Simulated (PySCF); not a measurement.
Point-charge models of `C#CC(=O)N(C)C` against its computed dipole.

Coordinates (PBE0-D3(BJ)/def2-SVP, Å) and charges (e) from the PBE0/pcSseg-1 density (PySCF):

```tsv
atom	x	y	z	Mulliken	IAO	Hirshfeld	ESP-fitted
C1	2.932	-0.446	-0.167	-0.2663	-0.1922	-0.0773	-0.2939
C2	1.876	0.140	-0.066	+0.1441	-0.0757	-0.0455	-0.1740
C3	0.674	0.963	0.076	+0.5006	+0.4075	+0.1732	+0.6034
O4	0.775	2.157	0.283	-0.4168	-0.4765	-0.2737	-0.5143
N5	-0.519	0.308	-0.039	-0.6928	-0.1644	-0.0356	-0.0258
C6	-0.650	-1.103	-0.283	-0.0529	-0.3059	-0.0606	-0.3600
C7	-1.736	1.066	0.094	-0.0771	-0.3111	-0.0627	-0.3746
H8	3.875	-0.955	-0.254	+0.0822	+0.2082	+0.1048	+0.2904
H9	-1.201	-1.594	0.539	+0.1184	+0.1410	+0.0464	+0.1381
H10	-1.202	-1.290	-1.220	+0.1184	+0.1411	+0.0464	+0.1381
H11	0.340	-1.568	-0.363	+0.1478	+0.1670	+0.0438	+0.1402
H12	-1.475	2.114	0.280	+0.1565	+0.1818	+0.0489	+0.1546
H13	-2.341	0.998	-0.827	+0.1190	+0.1396	+0.0460	+0.1389
H14	-2.343	0.687	0.934	+0.1189	+0.1395	+0.0460	+0.1388
```

Task: Form Σ q r in debye for every column and set it beside the full dipole.

Result: The full density gives (-1.51, -3.66, -0.63) D, 4.01 D in size; dipole vectors point from the negative to the positive end.

```csv
scheme,μx,μy,μz,size (D),share of the full size (%),angle to the full dipole (°)
Mulliken,-3.23,-3.05,-0.52,4.48,112,24
IAO,-1.79,-4.10,-0.71,4.53,113,1
Hirshfeld,-1.05,-2.54,-0.44,2.78,69,0
ESP-fitted,-1.54,-3.68,-0.63,4.04,101,0
```

Task: Which set comes closest?

Result: Length of the difference vector: ESP-fitted 0.04 D, IAO 0.53 D, Hirshfeld 1.22 D, Mulliken 1.83 D. Closest: ESP-fitted. The schemes that divide the density aren't constrained to reproduce the dipole.

Task: What is left for the Hirshfeld atoms' own dipoles?

Result: The Hirshfeld atoms' densities add up to the full density, so μ = Σ q r + Σ (atomic dipoles). The atomic dipoles sum to (-1.51, -3.66, -0.63) − (-1.05, -2.54, -0.44) = (-0.46, -1.12, -0.19) D, 1.22 D in size.

Task: With the origin at the mean of the coordinates, (-0.071, 0.106, -0.072) Å, which are the largest single terms, by size, of the Hirshfeld dipole along the direction of the full one?

Result: O4 +2.96, C3 -0.90, H9 +0.42, H10 +0.42, C6 -0.39 D; all 14 atoms together +2.78 D. The single terms depend on the origin, their sum doesn't.

Task: Give the size of the full dipole in other units.

Result: 4.01 D = 1.576 au = 0.834 e·Å = 13.36 × 10⁻³⁰ C·m.

Geometry: PBE0-D3(BJ)/def2-SVP; no solvent, vibrations or thermal averaging.

These values come from a run that also computed NMR shieldings. The run took 13 s wall on one thread of an x86-64 server, no GPU, on a shared host.

Shape of the structure used: `[CH:1]#[C:2][C:3](=[O:4])[N:5]([CH3:6])[CH3:7]`: C2–C3–N5–C6 0°.
